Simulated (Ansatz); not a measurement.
Calculated with Ansatz (gas phase, PBE0-D4/def2-TZVP geometries, no zero-point term in ΔE). CCSD(T)/CBS adds triple-zeta CCSD(T) − MP2 to the extrapolated MP2 energy (def2 sets, frozen cores). This one scheme is used for every species. One conformer a species, not always the lowest.

Consider the formal exchange of groups at the Si–S bond: `OB(F)[SiH2]S` + `CCS` → `OB(F)[SiH3]` + `SCCS`.

```json
{"species": "`OB(F)[SiH2]S`", "CCSD(T)/CBS(def2) energy (Eh)": "-889.15598"}
{"species": "`CCS`", "CCSD(T)/CBS(def2) energy (Eh)": "-477.49091"}
{"species": "`OB(F)[SiH3]`", "CCSD(T)/CBS(def2) energy (Eh)": "-491.34397"}
{"species": "`SCCS`", "CCSD(T)/CBS(def2) energy (Eh)": "-875.26310"}
```

(1) Work out ΔE.

Largest T1 diagnostic among the species: 0.014.

## Answers

(1) ΔE = (-491.34397) + (-875.26310) − (-889.15598) − (-477.49091) = 0.03982 Eh = +1.08 eV.

From PBE to PBE0 (25 % exact exchange), in def2-TZVPP and without D4, ΔE moves by +0.04 eV. In def2-TZVPP, CCSD(T) changes the Hartree–Fock value by −0.09 eV (the triples alone add −0.02 eV) and MP2 by −0.07 eV.
